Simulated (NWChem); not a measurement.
System: C2H6FNSi; SMILES C=C(F)[SiH2]N

Here is an NWChem input.

```
start job
memory heap 200 mb stack 900 mb global 1100 mb
geometry units angstroms
  C      1.995970     0.553403     0.461101
  C      0.890167     0.148023    -0.138752
  F      0.814014     0.306347    -1.494217
  Si    -0.680445    -0.631105     0.613939
  N     -2.128443     0.230372     0.264961
  H      2.820843     0.989693    -0.078545
  H      2.096986     0.447838     1.524801
  H     -0.512799    -0.606767     2.064102
  H     -0.848736    -1.952440     0.014258
  H     -2.283787     1.129450     0.692941
  H     -2.469398     0.243656    -0.683537
end
basis spherical
  * library def2-svp
end
dft
  xc pbe0
  iterations 150
end
driver
  maxiter 120
end
task dft optimize
task dft freq
```

Output (shortened):

```
             Northwest Computational Chemistry Package (NWChem) 7.3.0
             --------------------------------------------------------

 C1  symmetry detected

                             Geometry "geometry" -> ""
                             -------------------------

 Output coordinates in angstroms (scale by  1.889725989 to convert to a.u.)

  No.       Tag          Charge          X              Y              Z
 ---- ---------------- ---------- -------------- -------------- --------------
    1 C                    6.0000     0.88304521     1.89975272     0.38874046
    2 C                    6.0000     0.06919001     0.93929816    -0.01390528
    3 F                    9.0000    -1.24879274     1.25951472    -0.18282529
    4 Si                  14.0000     0.44939398    -0.89215615    -0.39023796
    5 N                    7.0000    -0.48526687    -2.00687463     0.52869527
    6 H                    1.0000     0.54344587     2.90529262     0.57727172
    7 H                    1.0000     1.92612811     1.69094655     0.53428747
    8 H                    1.0000     1.84717962    -1.11714426    -0.03352251
    9 H                    1.0000     0.10119185    -1.13729570    -1.78756656
   10 H                    1.0000    -0.31150451    -2.10050439     1.51696649
   11 H                    1.0000    -1.47536529    -2.07292392     0.35144448

 Effective nuclear repulsion energy (a.u.)     222.9880335326

                                Z-matrix (autoz)
                                --------

 Units are Angstrom for bonds and degrees for angles

      Type          Name      I     J     K     L     M      Value
      ----------- --------  ----- ----- ----- ----- ----- ----------
    1 Stretch                  1     2                       1.32172
    2 Stretch                  1     6                       1.07795
    3 Stretch                  1     7                       1.07369
    4 Stretch                  2     3                       1.36680
    5 Stretch                  2     4                       1.90798
    6 Stretch                  4     5                       1.72065
    7 Stretch                  4     8                       1.46002
    8 Stretch                  4     9                       1.46078
    9 Stretch                  5    10                       1.00779
   10 Stretch                  5    11                       1.00801
   11 Bend                     1     2     3               117.46218
   12 Bend                     1     2     4               129.41303
   13 Bend                     2     1     6               122.48954
   14 Bend                     2     1     7               119.87949
   15 Bend                     2     4     5               114.09682
   16 Bend                     2     4     8               106.88807
   17 Bend                     2     4     9               107.59327
   18 Bend                     3     2     4               113.12011
   19 Bend                     4     5    10               119.35698
   20 Bend                     4     5    11               118.82212
   21 Bend                     5     4     8               106.84188
   22 Bend                     5     4     9               105.82294
   23 Bend                     6     1     7               117.63023
   24 Bend                     8     4     9               115.85254
   25 Bend                    10     5    11               109.61548
   26 Torsion                  1     2     4     5         122.92454
   27 Torsion                  1     2     4     8           5.05375
   28 Torsion                  1     2     4     9        -119.99951
   29 Torsion                  2     4     5    10         -70.15925
   30 Torsion                  2     4     5    11          68.35666
   31 Torsion                  3     2     1     6          -0.34248
   32 Torsion                  3     2     1     7         179.97856
   33 Torsion                  3     2     4     5         -56.25738
   34 Torsion                  3     2     4     8        -174.12817
   35 Torsion                  3     2     4     9          60.81857
   36 Torsion                  4     2     1     6        -179.49455
   37 Torsion                  4     2     1     7           0.82648
   38 Torsion                  8     4     5    10          47.73800
   39 Torsion                  8     4     5    11        -173.74608
   40 Torsion                  9     4     5    10         171.74761
   41 Torsion                  9     4     5    11         -49.73648

                           NWChem Geometry Optimization
                           ----------------------------

 maximum gradient threshold         (gmax) =   0.000450
 rms gradient threshold             (grms) =   0.000300
 maximum cartesian step threshold   (xmax) =   0.001800
 rms cartesian step threshold       (xrms) =   0.001200
 fixed trust radius                (trust) =   0.300000
 source of zmatrix                         =   autoz

          -------------------
          Energy Minimization
          -------------------

 Using diagonal initial Hessian
 Scaling for Hessian diagonals: bonds = 1.00  angles = 0.25  torsions = 0.10

          --------
          Step   0

                                 NWChem DFT Module
                                 -----------------

[...]

      ----------------------
      Optimization converged
      ----------------------

  Step       Energy      Delta E   Gmax     Grms     Xrms     Xmax
  ---- ---------------- -------- -------- -------- -------- --------
@   19    -523.25528888 -2.4D-07  0.00004  0.00001  0.00051  0.00130
                                     ok       ok       ok       ok

                                Z-matrix (autoz)
                                --------

 Units are Angstrom for bonds and degrees for angles

[...]

 Rotational Constants
 --------------------
 A=   0.225370 cm-1  (  0.324250 K)
 B=   0.082661 cm-1  (  0.118928 K)
 C=   0.069414 cm-1  (  0.099869 K)

 Temperature                      =   298.15K
 frequency scaling parameter      =   1.0000

 Zero-Point correction to Energy  =   48.896 kcal/mol  (  0.077921 au)
 Thermal correction to Energy     =   53.331 kcal/mol  (  0.084989 au)
 Thermal correction to Enthalpy   =   53.923 kcal/mol  (  0.085932 au)

 Total Entropy                    =   81.823 cal/mol-K
   - Translational                =   39.420 cal/mol-K (mol. weight =  91.0253)
   - Rotational                   =   26.614 cal/mol-K (symmetry #  =        1)
   - Vibrational                  =   15.789 cal/mol-K

 Cv (constant volume heat capacity) =   24.612 cal/mol-K
   - Translational                  =    2.979 cal/mol-K
   - Rotational                     =    2.979 cal/mol-K
   - Vibrational                    =   18.653 cal/mol-K

[normal modes left out]

 ----------------------------------------------------------------------------
 Normal Eigenvalue ||           Projected Infra Red Intensities
  Mode   [cm**-1]  || [atomic units] [(debye/angs)**2] [(KM/mol)] [arbitrary]
 ------ ---------- || -------------- ----------------- ---------- -----------
    1       -0.000 ||    0.000238           0.005         0.232       0.057
    2       -0.000 ||    0.000387           0.009         0.378       0.093
    3       -0.000 ||    0.000125           0.003         0.121       0.030
    4        0.000 ||    0.000008           0.000         0.008       0.002
    5        0.000 ||    0.000385           0.009         0.375       0.092
    6        0.000 ||    0.000057           0.001         0.056       0.014
    7       71.410 ||    0.002869           0.066         2.797       0.686
    8      146.720 ||    0.005300           0.122         5.167       1.268
    9      187.503 ||    0.016146           0.372        15.740       3.862
   10      261.371 ||    0.006527           0.151         6.363       1.561
   11      371.739 ||    0.002747           0.063         2.678       0.657
   12      403.019 ||    0.206510           4.764       201.316      49.403
   13      474.760 ||    0.061282           1.414        59.741      14.660
   14      547.751 ||    0.032873           0.758        32.046       7.864
   15      633.413 ||    0.010687           0.247        10.419       2.557
   16      756.428 ||    0.009155           0.211         8.925       2.190
   17      770.606 ||    0.005220           0.120         5.089       1.249
   18      855.601 ||    0.006903           0.159         6.729       1.651
   19      899.917 ||    0.006946           0.160         6.771       1.662
   20      902.809 ||    0.191211           4.411       186.402      45.743
   21      907.580 ||    0.142512           3.288       138.928      34.093
   22      921.489 ||    0.126047           2.908       122.877      30.154
   23      952.138 ||    0.065236           1.505        63.596      15.606
   24     1246.050 ||    0.094402           2.178        92.027      22.583
   25     1370.764 ||    0.005927           0.137         5.778       1.418
   26     1546.783 ||    0.046336           1.069        45.170      11.085
   27     1712.868 ||    0.031567           0.728        30.773       7.552
   28     2241.538 ||    0.091468           2.110        89.168      21.882
   29     2251.616 ||    0.129283           2.983       126.031      30.928
   30     3174.925 ||    0.000446           0.010         0.435       0.107
   31     3286.600 ||    0.000245           0.006         0.239       0.059
   32     3612.610 ||    0.039072           0.901        38.089       9.347
   33     3711.592 ||    0.041324           0.953        40.285       9.886
 ----------------------------------------------------------------------------
```

Level: PBE0/def2-SVP.
